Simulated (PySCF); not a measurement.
Exact simulation of a proton spin system

Molecule: `O=C(O)C=C1C=C1`, C5H4O2.

Molfile (atoms numbered from 1):
```
C5H4O2
     RDKit          3D

 11 11  0  0  0  0  0  0  0  0999 V2000
    2.8085   -0.5232   -0.2894 O   0  0  0  0  0  0  0  0  0  0  0  0
    1.6814   -0.1455   -0.0708 C   0  0  0  0  0  0  0  0  0  0  0  0
    1.4388    0.8932    0.7648 O   0  0  0  0  0  0  0  0  0  0  0  0
    0.4776   -0.7231   -0.6470 C   0  0  0  0  0  0  0  0  0  0  0  0
   -0.7358   -0.2669   -0.3708 C   0  0  0  0  0  0  0  0  0  0  0  0
   -1.6299    0.6377    0.3014 C   0  0  0  0  0  0  0  0  0  0  0  0
   -2.1685   -0.2782   -0.4974 C   0  0  0  0  0  0  0  0  0  0  0  0
    2.2849    1.2209    1.1046 H   0  0  0  0  0  0  0  0  0  0  0  0
    0.6288   -1.5537   -1.3182 H   0  0  0  0  0  0  0  0  0  0  0  0
   -1.7453    1.4575    0.9672 H   0  0  0  0  0  0  0  0  0  0  0  0
   -3.0352   -0.7163   -0.9304 H   0  0  0  0  0  0  0  0  0  0  0  0
  1  2  2  0
  2  3  1  0
  2  4  1  0
  4  5  2  3
  5  6  1  0
  6  7  2  0
  7  5  1  0
  3  8  1  0
  4  9  1  0
  6 10  1  0
  7 11  1  0
M  END
```

- GIAO PBE0/pcSseg-1 shieldings
- GFN2-xTB geometry
- B3LYP/pcJ-1 coupling constants (without the spin–dipole term)
- code: PySCF
- relativity neglected, gas phase, one conformer

Referencing at the same level of theory: ¹H (31.72 ppm) against TMS.

Shifts (ppm): H9 5.13, H10 8.73, H11 8.41.
Couplings (Hz): H9–H10: 1.3; H9–H11: 2.6; H10–H11: 1.2.

The 3-spin Hamiltonian (Zeeman plus full scalar coupling among like nuclei) was diagonalised exactly; lines are Lorentzian, 0.4 Hz wide, and the maxima above 3 % are listed with the tallest set to 100.

**Question.** Give the ¹H peak list of this spin system at 100 MHz.

**Answer.** 
```tsv
Hz	ppm	height
874.2	8.742	53
873.0	8.730	100
871.8	8.717	57
842.9	8.429	55
841.7	8.417	52
840.3	8.403	57
839.1	8.391	52
515.0	5.150	54
513.6	5.136	55
512.4	5.123	54
511.1	5.111	53
```

**Question.** And at 400 MHz?

**Answer.** 
```json
{"Hz": "3493.2", "ppm": "8.733", "height": "54"}
{"Hz": "3492.0", "ppm": "8.730", "height": "100"}
{"Hz": "3490.8", "ppm": "8.727", "height": "55"}
{"Hz": "3365.9", "ppm": "8.415", "height": "54"}
{"Hz": "3364.7", "ppm": "8.412", "height": "54"}
{"Hz": "3363.3", "ppm": "8.408", "height": "55"}
{"Hz": "3362.1", "ppm": "8.405", "height": "53"}
{"Hz": "2054.0", "ppm": "5.135", "height": "53"}
{"Hz": "2052.7", "ppm": "5.132", "height": "54"}
{"Hz": "2051.3", "ppm": "5.128", "height": "54"}
{"Hz": "2050.1", "ppm": "5.125", "height": "53"}
```

**Question.** Among coupled protons with different shifts, which pair is furthest from first order, and how does the field change that?

**Answer.** H9 and H11: Δν/J is about 126.2 at 100 MHz (close to first order) and 504.6 at 400 MHz (close to first order). J in Hz doesn't depend on the field, while Δν in Hz grows in proportion to it.

Exchangeable OH/NH protons stand at their gas-phase positions; hydrogen bonding in a real sample shifts them, mostly to higher δ. Unscaled 3J(H,H) at this level run about 10 % above measured values.
